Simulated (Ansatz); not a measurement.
Two isomers of C2H9NOSi: A = `CN[SiH2]OC`, B = `CN[SiH](C)O`.

Calculated with Ansatz (gas phase, PBE0-D4/def2-TZVP geometries, no zero-point term in ΔE). CCSD(T)/CBS adds triple-zeta CCSD(T) − MP2 to the extrapolated MP2 energy (def2 sets, frozen cores). Functionals use def2-TZVPP. B3LYP here is the variant with VWN-RPA as its local correlation; programs differ in this. One conformer a species, not always the lowest.

Problem. Which is lower in electronic energy at CCSD(T)/CBS, and by how much? (Estimate.)

Solution. Ansatz gave: B, by 25.3 kcal/mol.

Problem. Give E(B) − E(A) in kcal/mol with ωB97M-V, CCSD(T)/def2-TZVPP, HF/def2-TZVPP, MP2/def2-TZVPP, B3LYP, PBE0-D4, r2SCAN-D4. (Best estimate.)

Solution. Computed: ωB97M-V -24.9, CCSD(T)/def2-TZVPP -24.4, HF/def2-TZVPP -21.5, MP2/def2-TZVPP -25.9, B3LYP -23.0, PBE0-D4 -24.9, r2SCAN-D4 -25.4. None reverses the order clearly.

Largest T1 diagnostic: 0.011.

In def2-TZVPP, CCSD(T) changes the Hartree–Fock value by −2.9 kcal/mol (the triples alone add −0.1 kcal/mol) and MP2 by −4.4 kcal/mol.
